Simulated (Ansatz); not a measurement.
Basis-set series for H4N2OSW (`[NH2][W]([NH2])(=[O])=[S]`). Charge 0, multiplicity 1. W: def2 effective core potential. The structure was optimised at the PBE0-D4/def2-TZVP level. It is one conformer, not always the lowest.

| functional | basis | functions | energy (Eh) | HOMO (eV) | LUMO (eV) |
| --- | --- | --- | --- | --- | --- |
| PBE0-D4 | def2-TZVPP | 247 | -652.35667 | -7.30 | -1.96 |
| PBE0-D4 | def2-QZVPP | 442 | -652.38043 | -7.33 | -2.01 |
| ωB97M-V | def2-TZVPP | 247 | -652.52094 | -9.43 | 0.09 |
| ωB97M-V | def2-QZVPP | 442 | -652.54341 | -9.47 | 0.01 |

(1) Give the rows for def2-SVP. (An estimate is asked.)

Results:

(1) Ansatz gave: 
```csv
functional,basis,functions,energy (Eh),HOMO (eV),LUMO (eV)
PBE0-D4,def2-SVP,112,-651.96782,-7.24,-1.91
ωB97M-V,def2-SVP,112,-652.12487,-9.35,0.18
```

Positive LUMOs are unbound and depend on the basis.
